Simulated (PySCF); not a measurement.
OPb, SMILES [Pb]=[O] (connectivity only; charge and spin as stated), neutral, multiplicity 1. Atoms are numbered in the order given.

```xyz
2

Pb     0.0000     0.0000    -0.1708
O      0.0000     0.0000     1.7508
```
Charge 0, spin multiplicity 1.

Geometry optimised at B3LYP-D3(BJ)/def2-TZVP. The def2 effective core potentials stand for the cores of Pb; spin–orbit coupling is left out.

The numbers are results of PySCF with PBE0/def2-TZVPD, not measurements.

Mulliken values depend strongly on the basis, most of all with diffuse functions as here. ESP charges are fitted to the potential on shells at 1.4 to 2.0 van der Waals radii. Atomic charges (e):

```json
[
 {"atom": "Pb1", "ESP fit": "?", "Mulliken": "0.71"},
 {"atom": "O2", "ESP fit": "?", "Mulliken": "-0.71"}
]
```

Q: Some entries are withheld; supply them. (Estimate from the structure and the level; the computed values follow.)

A: 
- Pb1, ESP fit: 0.57
- O2, ESP fit: -0.57
